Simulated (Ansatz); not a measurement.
Stepwise reaction of `[NH2][Hf]([NH2])([F])[Cl]` with hydrogen chloride, as a gas-phase model of exchange steps in deposition or etching. ΔE in kJ/mol; ΔG adds harmonic PBE0-D4 terms to CCSD(T)/CBS, at 1 bar.

Computed with Ansatz on PBE0-D4/def2-TZVP structures; ΔE is electronic, products minus reactants. CBS: MP2 limit from def2 TZ/QZ plus the TZ coupled-cluster correction, frozen cores. This one scheme is used for every species. DFT in def2-TZVPP. B3LYP here is the variant with VWN-RPA as its local correlation; programs differ in this. Elements past krypton have def2 core potentials. For Hf outer-core shells are correlated without core-valence functions, which leaves a few kJ/mol of doubt a bond. One conformer a species, not always the lowest.

```csv
step,reaction,PBE-D4,B3LYP-D4,ωB97M-V,CCSD(T)/CBS,ΔG(600 K)
1,`[NH2][Hf]([NH2])([F])[Cl]` + HCl → `[NH2][Hf]([F])([Cl])[Cl]` + NH₃,-97.3,-97.9,-98.6,-98.0,-88.0
2,`[NH2][Hf]([F])([Cl])[Cl]` + HCl → `[F][Hf]([Cl])([Cl])[Cl]` + NH₃,-85.4,-85.4,-85.6,-86.4,-67.0
```

(1) By hand: ΔE of the 2 steps together at CCSD(T)/CBS.

Results:

(1) (-98.0) + (-86.4) = -184.4 kJ/mol, or -92.2 kJ/mol a step.

In ΔE each step is higher than the one before. All are downhill at CCSD(T)/CBS. ΔG lies between -88.0 and -67.0 kJ/mol a step. PBE-D4 differs from CCSD(T)/CBS by 0.7 to 1.0 kJ/mol a step. Isolated molecules leave out the surface, adducts and barriers. Largest T1 diagnostic: 0.014.
